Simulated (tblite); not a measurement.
Problem. Give a GFN2-xTB geometry of `Cl[SiH2][SiH2]C(=C)/C=N\[H]`.

Solution. 
```xyz
15
C3H8ClNSi2 angstrom
C     -1.6848   -0.9986   -0.6746
C     -0.9602    0.0375   -0.2575
C     -1.3253    0.7429    0.9798
N     -1.7333    0.2491    2.0617
Si     0.6038    0.6356   -1.1461
Si     2.4694    0.0007    0.0790
Cl     2.0941   -1.7532    1.0274
H     -2.5774   -1.3196   -0.1559
H     -1.4384   -1.5454   -1.5693
H     -1.1989    1.8233    0.9623
H     -1.8235   -0.7673    2.0547
H      0.5021    2.0975   -1.2599
H      0.5570    0.0832   -2.5062
H      2.8519    0.9506    1.1252
H      3.6590   -0.2284   -0.7427
```

Orientation and origin are arbitrary. Atoms count from 1 in this order. Of the pairs four or more bonds apart, C1···H11 is among the closest relative to their van der Waals radii: 2.74 Å, 95 % of the sum of Bondi's values. Si5 (SiH2 silicon) is distorted tetrahedral (angles from 106.8° to 114.3°). The C–C distances run from 1.331 Å (C1=C2, drawn double) to 1.470 Å (C2–C3, drawn single), a spread of 0.139 Å. Si6 (chlorine-bound silicon) is distorted tetrahedral (angles from 106.0° to 114.2°).

Bonds between heavy atoms (Å): C1=C2 1.331, C2–C3 1.470, C3=N4 1.257, C2–Si5 1.896, Si5–Si6 2.320, Si6–Cl7 2.029.

The geometry is computed with GFN2-xTB (gas phase).

Point group: C1 (no symmetry element, even within 0.4 Å). Its lowest GFN2-xTB frequency is 10 cm⁻¹, too small to tell a flat minimum from a shallow saddle. One conformer, not necessarily the lowest (C1–C2–C3–N4 40°, C1–C2–Si5–Si6 -105°, C2–Si5–Si6–Cl7 32°).
